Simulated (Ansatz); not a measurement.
Reaction (cleavage of the Si–Si bond): `C[SiH2][SiH](O)O` + `O[SiH](O)S` → `O[SiH](O)S[SiH](O)O` + `C[SiH3]`

Program: Ansatz. Geometries: PBE0-D4/def2-TZVP. ΔE: electronic, gas phase. CBS: MP2 limit from def2 TZ/QZ plus the TZ coupled-cluster correction, frozen cores. This one scheme is used for every species. DFT in def2-TZVPP. One conformer a species, not always the lowest.

`C[SiH2][SiH](O)O`:

Z-matrix (Å, degrees):
```
C
Si 1 1.877
H 1 1.092 2 110.9
H 1 1.092 2 110.2 3 119.6
H 1 1.092 2 111.0 3 -120.3
Si 2 2.337 1 111.1 3 -61.2
H 2 1.490 1 110.4 3 178.0
H 2 1.492 1 110.4 3 59.2
O 6 1.650 2 108.7 1 -170.5
O 6 1.649 2 105.1 1 -49.2
H 6 1.498 2 114.7 1 69.8
H 9 0.958 6 117.8 2 -147.4
H 10 0.958 6 118.6 2 170.9
```

`O[SiH](O)S`:

Cartesian coordinates in Å:
```
O -0.305 -1.348 0.511
Si 0.112 0.239 0.468
O -1.283 1.070 0.330
S 1.534 0.578 -1.089
H 0.391 -1.978 0.315
H 0.785 0.726 1.688
H -1.994 0.664 -0.170
H 0.761 0.048 -2.053
```

`O[SiH](O)S[SiH](O)O`:

Cartesian coordinates in Å:
```
O -1.478 -2.629 -0.172
Si -1.400 -1.054 -0.576
O -1.796 -0.137 0.710
S 0.561 -0.508 -1.301
Si 1.258 0.674 0.321
O 2.667 1.357 -0.147
O 0.197 1.871 0.724
H -0.966 -2.928 0.582
H -2.321 -0.914 -1.717
H -1.390 0.736 0.803
H 1.402 -0.102 1.565
H 3.103 1.008 -0.926
H 0.163 2.627 0.132
```

`C[SiH3]`:

```xyz
8

C     0.235   -0.383    0.879
Si   -0.210    0.343   -0.787
H    -0.338   -1.293    1.071
H     0.023    0.327    1.681
H     1.297   -0.636    0.920
H     0.076   -0.628   -1.877
H     0.574    1.581   -1.047
H    -1.657    0.689   -0.840
```

Is it downhill or uphill in electronic energy at CCSD(T)/CBS, and by how much? (Best estimate.)

Computed: Downhill: ΔE = -24.6 kcal/mol.

What do these levels give: r2SCAN-D4, MP2/def2-TZVPP, CCSD/def2-TZVPP, HF/def2-QZVPP, MP2/def2-QZVPP, CCSD/CBS(def2)? (Best estimate.)

The calculation gave: r2SCAN-D4 -25.4, MP2/def2-TZVPP -26.8, CCSD/def2-TZVPP -23.7, HF/def2-QZVPP -23.6, MP2/def2-QZVPP -26.9, CCSD/CBS(def2) -24.0 kcal/mol.

Largest T1 diagnostic among the species: 0.012.

From PBE to PBE0 (25 % exact exchange), in def2-TZVPP and without D4, ΔE moves by −1.1 kcal/mol. The D4 term adds −2.0 kcal/mol with B3LYP and −1.1 kcal/mol with PBE0; it sums over pairs of atoms, weighted by their polarisabilities, and B3LYP, whose exchange is more repulsive, gets the larger term. In def2-TZVPP, CCSD(T) changes the Hartree–Fock value by −0.7 kcal/mol (the triples alone add −0.7 kcal/mol) and MP2 by −3.2 kcal/mol.

B3LYP here is the variant with VWN-RPA as its local correlation; programs differ in this.
